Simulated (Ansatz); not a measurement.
Reaction (SMILES): CNB(C)C + 4 [H][H] (H2) → B (BH3) + 3 C (CH4) + N (NH3)
Each molecule is optimised on its own at B3LYP-D3(BJ)/def2-TZVP (Ansatz, a program for electronic structure), one conformer each, not searched for the lowest.

Wanted: energy of full hydrogenation (electronic energy difference), in kJ/mol. Correlated levels leave the core frozen unless marked. No spin-orbit coupling. No relativistic terms. CBS(X,Y): correlation extrapolated as X^-3; Hartree-Fock from the larger set.

CCSD(T)/CBS(cc-pVTZ,cc-pVQZ) (Ansatz) gives -19.3 kJ/mol.

Problem. Another calculation gave -18.9 kJ/mol. Which level was it?
(A) B97M-V/def2-TZVPD (Ansatz)
(B) SVWN5/def2-TZVPD (Ansatz)
(C) B3LYP/def2-TZVPD (Ansatz)
(D) PBE-QIDH/def2-TZVPD (Ansatz)

Solution. D, PBE-QIDH/def2-TZVPD (Ansatz). The others give -29.6 (B97M-V), 32.4 (SVWN5), -45.5 (B3LYP) kJ/mol.
